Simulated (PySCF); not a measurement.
C3H11ClSi2, SMILES C[Si](C)(Cl)C[SiH3]. Geometry: PBE0-D3(BJ)/def2-SVP. The structure was generated by enumeration, and PubChem lists no compound with its InChIKey, so it may never have been made. The values are those of a single conformer.

### Question
Give the equilibrium geometry at PBE0-D3(BJ)/def2-SVP (PySCF confirms it by a frequency run) as a Z-matrix. (Estimate from the structure and the level; the computed values follow.)

### Answer
Several could match; the one computed here: 
```
Si
C 1 1.8683
H 2 1.1003 1 111.05
H 2 1.1006 3 108.10 1 121.50
H 2 1.1021 3 108.29 4 117.01
C 1 1.8684 2 111.73 3 177.62
H 6 1.1005 1 110.88 2 -176.48
H 6 1.1007 7 108.13 1 -121.76
H 6 1.1020 7 108.24 8 -117.05
C 1 1.8733 2 111.18 3 -56.80
H 10 1.1036 1 109.24 2 -166.28
H 10 1.1049 11 106.75 1 -116.11
Si 10 1.8852 11 108.11 12 -116.80
H 13 1.4914 10 110.91 11 -48.61
H 13 1.4960 14 108.90 10 121.91
H 13 1.4966 14 108.47 15 117.13
Cl 1 2.0954 2 107.31 3 60.23
```
Charge 0, spin multiplicity 1.
